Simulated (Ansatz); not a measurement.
Start from `C=C[SiH](O)S[SiH2]O` and change one atom or group to get `C=C[SiH](O)[SiH2]O`.

Ansatz, PBE0-D4/def2-TZVP geometries, multiplicity 1. Each molecule was computed in one conformer, which needn't be the lowest.

```tsv
property	`C=C[SiH](O)S[SiH2]O`
LUMO energy (ωB97M-V/def2-TZVPP) / eV	1.35
HOMO–LUMO gap (PBE/def2-TZVPP) / eV	4.73
size of the dipole moment (ωB97M-V/def2-TZVPP) / D	1.00
HOMO–LUMO gap (PBE0/def2-TZVPP) / eV	6.95
HOMO energy (ωB97M-V/def2-TZVPP) / eV	-9.82
HOMO–LUMO gap (ωB97M-V/def2-TZVPP) / eV	11.18
```

Task: What does the change do to each property? (Estimate.)

Result: The calculation gave: 
```
                                          property  `C=C[SiH](O)[SiH2]O`  shift
             LUMO energy (ωB97M-V/def2-TZVPP) / eV                  0.99  -0.36
               HOMO–LUMO gap (PBE/def2-TZVPP) / eV                  4.48  -0.25
size of the dipole moment (ωB97M-V/def2-TZVPP) / D                  1.14   0.14
              HOMO–LUMO gap (PBE0/def2-TZVPP) / eV                  6.60  -0.35
             HOMO energy (ωB97M-V/def2-TZVPP) / eV                 -9.47   0.35
           HOMO–LUMO gap (ωB97M-V/def2-TZVPP) / eV                 10.46  -0.72
```

With PBE0 the HOMO rises by 0.26 eV and the LUMO falls by 0.07 eV, so the gap narrows by about 0.33 eV. PBE moves the HOMO by 0.25 eV and ωB97M-V by 0.35 eV. Dipoles are sizes alone; their direction can turn.
